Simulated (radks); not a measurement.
Question: The mean radii <r> (bohr) of the occupied orbitals of an atom or ion are listed with their occupations. All-electron calculation, Dirac Kohn-Sham, exchange-only PBE, spin-unpolarised, spherical densities, finite nucleus; Fermi nuclear charge, rms radius of each element as measured or else 0.836 A^(1/3) + 0.57 fm. Program: a radial shooting solver on a logarithmic mesh with Libxc functionals.

| orbital | occ. | <r> |
|---|---|---|
| 1s1/2 | 2 | 0.02969 |
| 2s1/2 | 2 | 0.1258 |
| 2p1/2 | 2 | 0.1062 |
| 2p3/2 | 4 | 0.1112 |
| 3s1/2 | 1 | 0.3028 |

Name the element and its charge. Open shells, if any, fill j = l - 1/2 first.

Answer: Z = 49, indium, charge +38: In38+ in [Ne] 3s1. The 1s radius gives Z: for a bare nucleus <r> = (2 gamma + 1)/(2Z) with gamma = sqrt(1 - (Z/c)^2), 0.02926 bohr for Z = 49, and screening makes it slightly larger (0.02969 here). The occupations add up to 11, and the charge is Z minus that.
